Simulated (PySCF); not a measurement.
Excitation energy of Os²⁺ by level of theory

Os²⁺ [Xe] 4f14 5d6 (5D) → Os²⁺ [Xe] 4f14 5d5 6s1 (7S), as a difference of total energies. Calculation: PySCF 2.14, in aug-cc-pVTZ-PP with one added diffuse shell each of s, p, d, f, g type with ECP60MDF (7s7p6d4f3g, 113 functions); a scalar-relativistic core potential. Correlated levels: valence: 5s2 5p6 frozen. The calculations carry no spin-orbit coupling.

```
           method  excitation energy (eV)
              UHF                  -0.675
              LDA                  -0.230
              PBE                  -0.139
             PBE0                  -0.076
           r2SCAN                  -0.620
            M06-L                   0.519
             PW91                  -0.136
           M06-2X                   0.580
    MP2 (valence)                  -0.071
SCS-MP2 (valence)                   0.595
```

Q: How much does correlation contribute at MP2 (valence)?

A: -0.071 − (-0.675) = 0.604 eV, measured against UHF.
